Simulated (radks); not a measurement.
The numbers below are computed, except where a source is named.
How relativity changes the ionisation of the magnesium ion Mg3+ ([He] 2s2 2p5) to Mg4+ ([He] 2s2 2p4). Spin-unpolarised spherical Kohn-Sham, PBEsol, point nucleus unless stated (finite: rms radius 3.057 fm), a radial shooting solver on a logarithmic mesh with Libxc functionals. A level marked "c x" has the speed of light scaled by that factor and shares open shells by 2j + 1; other Dirac levels either fill j = l - 1/2 first or share by 2j + 1.

| level | E(Mg3+) (hartree) | E(Mg4+) (hartree) | IE (eV) | HOMO | <r> HOMO (bohr) |
|---|---|---|---|---|---|
| non-rel. | -195.70451 | -191.58563 | 112.08 | 2p | 0.6421 |
| scalar-rel. | -196.02666 | -191.90763 | 112.08 | 2p | 0.6417 |
| scalar-rel., finite nucleus | -196.02657 | -191.90753 | 112.08 | 2p | 0.6417 |
| Dirac, 2j+1 shares | -196.02678 | -191.90772 | 112.09 | 2p3/2 | 0.6423 |
| Dirac, low j first | -196.03073 | -191.91650 | 111.95 | 2p3/2 | 0.6424 |
| Dirac, 2j+1 shares, finite nucleus | -196.02668 | -191.90763 | 112.09 | 2p3/2 | 0.6423 |
| Dirac, c x 0.85 | -196.15120 | -192.03208 | 112.09 | 2p3/2 | 0.6424 |
| Dirac, c x 2 | -195.78485 | -191.66592 | 112.08 | 2p3/2 | 0.6422 |
| Dirac, c x 5 | -195.71735 | -191.59846 | 112.08 | 2p3/2 | 0.6421 |

NIST Atomic Spectra Database: 109.27 eV (semi-empirical). The relativistic part of the total energy of Mg3+ is -0.3222 hartree (Dirac, 2j+1 shares, finite nucleus), 0.16 % of the non-relativistic value. Spin polarisation and multiplet splitting of open shells are left out at every level.

Beside tabulated values, note that spin-unpolarised runs miss the spin-polarisation part of the exchange energy of open shells.
